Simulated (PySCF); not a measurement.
## Relaxation of triplet Ca2O

All numbers come from UPBE0/[O def2-TZVP, Ca def2-TZVP], no relativity, density fitting, PySCF. A (50,194) grid was used.

A hand-made bent start, of C2v symmetry, held to at least that symmetry:

Coordinates in bohr (charge 0 multiplicity 3):
```
O     0.0000    0.0000   -2.1134
Ca    3.6222    0.0000    0.4229
Ca   -3.6222    0.0000    0.4229
```

Optimiser trace:
```json
{"step": "0", "E − E(last) (kJ/mol)": "153.41", "largest gradient (Eh/bohr)": "0.06686"}
{"step": "1", "E − E(last) (kJ/mol)": "83.39", "largest gradient (Eh/bohr)": "0.05238"}
{"step": "2", "E − E(last) (kJ/mol)": "18.46", "largest gradient (Eh/bohr)": "0.01795"}
{"step": "3", "E − E(last) (kJ/mol)": "13.83", "largest gradient (Eh/bohr)": "0.00722"}
{"step": "4", "E − E(last) (kJ/mol)": "10.50", "largest gradient (Eh/bohr)": "0.00749"}
{"step": "5", "E − E(last) (kJ/mol)": "5.19", "largest gradient (Eh/bohr)": "0.00762"}
{"step": "6", "E − E(last) (kJ/mol)": "2.98", "largest gradient (Eh/bohr)": "0.00730"}
{"step": "7", "E − E(last) (kJ/mol)": "0.62", "largest gradient (Eh/bohr)": "0.00164"}
{"step": "8", "E − E(last) (kJ/mol)": "0.21", "largest gradient (Eh/bohr)": "0.00289"}
{"step": "9", "E − E(last) (kJ/mol)": "0.01", "largest gradient (Eh/bohr)": "0.00021"}
{"step": "10", "E − E(last) (kJ/mol)": "0.00", "largest gradient (Eh/bohr)": "0.00017"}
{"step": "11", "E − E(last) (kJ/mol)": "0.00", "largest gradient (Eh/bohr)": "0.00001"}
```

It ends at D∞h with O–Ca 1.987 Å (×2); Ca–O–Ca 180.0°. A frequency run shows a minimum.

The relaxation took about 70 core-seconds on a shared host.
